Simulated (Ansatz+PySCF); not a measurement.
Two shapes of singlet AlCl₃.

Shape 1:

```xyz
4

Al    0.0000    0.0000    0.0000
Cl    2.0789    0.0000    0.0000
Cl   -1.0395    1.8004    0.0000
Cl   -1.0395   -1.8004    0.0000
```

Shape 2:

```xyz
4

Al    0.0000    0.0000    0.0000
Cl    2.2453    0.0000    0.0000
Cl   -1.1226    1.9445    0.0000
Cl   -1.1226   -1.9445    0.0000
```

Basis set: def2-SVP (spherical functions). Frozen core: 20 orbitals. Charge 0, multiplicity 1.

Computed with Ansatz (development build ahead of 0.2.0); each method stands on the lowest determinant of its kind that the runs found.

(1) Which shape is lower in energy, and by how much in each method?

Answers

(1)

| method | E(2) − E(1) (eV) |
| --- | --- |
| UHF | 0.685 |
| RHF-MP2 | 0.712 |
| UHF-MP2 | 0.712 |
| RHF-CCSD | 0.689 |
| RHF-CCSD(T) | 0.667 |

Shape 1 is lower.
